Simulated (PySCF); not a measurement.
B(CCH)(F)(OH) (C2H2BFO), SMILES OB(F)C#C.

Coordinates come from a B3LYP-D3(BJ)/def2-SVP optimisation. One conformer was computed; it need not be the lowest.

All values below come from PySCF with TDA-LC-ωPBE/def2-SVPD.

Vertical excitations. Isolated molecule, no solvent. State labels are in the subgroup Cs.

| state | symmetry | energy (eV) | λ (nm) | f | main pairs |
|---|---|---|---|---|---|
| S1 | A" | 5.66 | 219 | 0.000 | HOMO→LUMO 94 % |
| S2 | A' | 6.34 | 196 | 0.024 | HOMO−1→LUMO 60 %, HOMO→LUMO+2 30 % |
| S3 | A" | 6.79 | 183 | 0.000 | HOMO−1→LUMO+2 77 %, HOMO−1→LUMO+4 13 % |
| S4 | A' | 8.61 | 144 | 0.084 | HOMO→LUMO+1 78 % |
| S5 | A" | 8.68 | 143 | 0.048 | HOMO−1→LUMO+1 79 % |
| S6 | A" | 8.71 | 142 | 0.000 | HOMO−3→LUMO 92 % |
| S7 | A' | 9.54 | 130 | 0.272 | HOMO−2→LUMO 70 % |
| S8 | A' | 9.64 | 129 | 0.081 | HOMO→LUMO+3 67 % |
| S9 | A" | 9.68 | 128 | 0.067 | HOMO−1→LUMO+3 50 %, HOMO−2→LUMO+1 31 % |
| S10 | A" | 9.98 | 124 | 0.037 | HOMO−2→LUMO+1 33 %, HOMO−1→LUMO+3 28 %, HOMO−1→LUMO+5 17 % |
| T1 | A' | 4.62 | 268 | 0 | HOMO−1→LUMO 79 % |
| T2 | A" | 5.07 | 245 | 0 | HOMO→LUMO 83 % |
| T3 | A' | 5.43 | 228 | 0 | HOMO→LUMO+2 66 %, HOMO→LUMO+4 13 %, HOMO−1→LUMO 11 % |
| T4 | A" | 6.30 | 197 | 0 | HOMO−1→LUMO+2 69 %, HOMO−1→LUMO+4 12 %, HOMO→LUMO 10 % |
Triplets are in the Tamm–Dancoff approximation.
